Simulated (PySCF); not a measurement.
C₆ coefficients of unlike pairs at r2SCAN0

Calculated with PySCF 2.14 from the dipole response of each species, C₆(A,B) = (3/π) ∫ α_A(iu) α_B(iu) du, in atomic units, from isotropic polarisabilities. For ions this is the dispersion term alone; charge-induced terms of lower order in 1/R come first.

| species | configuration | basis | relativity | α (bohr³) | C₆ (like pair) |
| --- | --- | --- | --- | --- | --- |
| Ne | [Ne] (1S) | dyall-av2z (11s7p2d) | none | 1.943 | 4.384 |
| Ba⁺ | [Xe] 6s1 (2S) | aug-cc-pwCVTZ-X2C with one added diffuse shell each of s, p, d, f type (12s11p9d5f) | spin-free X2C | 136.6 | 1540 |
| Ag | [Kr] 4d10 5s1 (2S) | aug-cc-pwCVDZ-PP with ECP28MDF (6s6p5d3f) | core potential | 61.81 | 494.4 |

Problem. Estimate C₆ for Ag with Ne.

Solution. The integral gives 33.63. The combination rule 2 C_A C_B / (C_A α_B/α_A + C_B α_A/α_B) gives 27.97 and the geometric mean 46.56.

No spin-orbit coupling is included.

The other pairs:

| pair | C₆ |
| --- | --- |
| Ag, Ba⁺ | 855.0 |
| Ba⁺, Ne | 50.10 |
